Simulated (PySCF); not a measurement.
## Working out the ionisation energy of Cd

Cd [Kr] 4d10 5s2 (1S) → Cd⁺ [Kr] 4d10 5s1 (2S). All numbers are calculated (PySCF 2.14, scalar relativity by spin-free X2C-1e, in x2c-SVPall). Frozen: [Kr]. Energies in hartree (1 hartree = 27.21139 eV):

| part | Cd (lower) | Cd⁺ (upper) |
| --- | --- | --- |
| UHF | -5590.775679 | -5590.505659 |
| MP2 opposite-spin | -0.211969 | -0.180500 |
| MP2 same-spin | -0.118092 | -0.109579 |

**Question.** What does Hartree-Fock give?

**Answer.** (-5590.505659) − (-5590.775679) = 0.270020 hartree = 7.348 eV.

**Question.** What do MP2 and SCS-MP2 (6/5 opposite-spin, 1/3 same-spin) give?

**Answer.** The opposite-spin parts differ by 0.856 eV and the same-spin parts by 0.232 eV. MP2: 7.348 + (0.856) + (0.232) = 8.436 eV. SCS-MP2: 7.348 + 1.2 × (0.856) + (0.232)/3 = 8.453 eV.

Measured between the centres of the two terms (NIST): 8.994 eV, so MP2 (valence) is off by -0.558 eV.

A double-zeta basis recovers only part of the correlation energy.

What remains against the reference includes basis incompleteness, the frozen core and correlation beyond second order.
